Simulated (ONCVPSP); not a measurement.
## Au (Z = 79), ONCV: configuration errors across variants

- Element: gold (Au)
- Generator: ONCVPSP 4.0.1
- Type: optimised norm-conserving Vanderbilt (ONCV)
- Functional: LDA (Perdew-Zunger)
- Relativity: scalar-relativistic
- Frozen core: [Kr] 4d10 4f14
- Valence charge: 19
- Reference configuration: 5s2 5p6 5d10 6s0.75 6p0.25
- Partial waves: 5s+6s: rc 1.50 bohr, ncon 3, nbas 6, qcut 9.9 1/bohr, 2 projectors; 5p+6p: rc 2.00 bohr, ncon 4, nbas 7, qcut 7.6 1/bohr, 3 projectors, debl 3.6 Ha; 5d: rc 1.90 bohr, ncon 4, nbas 8, qcut 9.1 1/bohr, 3 projectors, debl 3.3 Ha; f scattering state at 0.15 Ha: rc 1.55 bohr, ncon 4, nbas 7, qcut 6.3 1/bohr, 1 projector
- Local potential: polynomial inside 1.40 bohr (lpopt 3, dvloc0 0 Ha)
- Core correction: none

All-electron excitation energies from the reference (eV): (1) 5s2 5p6 5d10 6s1 6p0 -1.307; (2) 5s2 5p6 5d10 6s0 6p0 8.467; (3) 5s2 5p5 5d10 6s1 6p0 65.093.

Errors AE − PS in meV (a dash: test not solved or not reliable):

```
      change   (1)   (2)   (3)  bound ghosts  GHOST(+) flags above zero
        base  +0.4  -3.2  -181          none                       none
 d: qcut 5.9  +0.3  -2.4  -235          none                       none
   d: qcut 7  +0.4  -2.9  -202          none                       none
 d: qcut 8.4  +0.4  -3.1  -185          none                       none
 d: qcut 9.7  +0.4  -3.2  -178          none                       none
  d: qcut 12  +0.4  -3.3  -154          none                       none
d: qcut 13.3  +0.4  -3.3  -146          none                       none
```

(1) Give the same row for: d: qcut 10.8.

Results:

(1) +0.4, -3.0, -191; bound ghosts: none; GHOST(+) flags above zero: none.
